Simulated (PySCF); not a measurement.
Ti(I)(SH)3 (H₃IS₃Ti), SMILES [SH][Ti]([SH])([I])[SH], multiplicity 1.

Geometry: B3LYP-D3(BJ)/def2-SVP. The spin state was assumed, not searched. The def2 effective core potentials stand for the cores of I; spin–orbit coupling is left out. Other conformers were not sampled.

Computed with PBE0/def2-TZVP (PySCF).

```
Quantity                                                                                                           Value
---------------------------------------------------------------------------------------------  -------------------------
total energy                                                                                         -2343.16852 hartree
highest occupied level                                                                                          -7.83 eV
lowest empty level                                                                                              -3.22 eV
orbital gap                                                                                                      4.61 eV
dipole moment                                                                                                     0.94 D
quadrupole, principal values (traceless, Buckingham form, about the centre of nuclear charge)     -4.22, -1.61, 5.83 D·Å
mean static polarisability                                                                        135.5 bohr³ (20.08 Å³)
polarisability, principal values                                                               126.4, 129.6, 150.6 bohr³
```
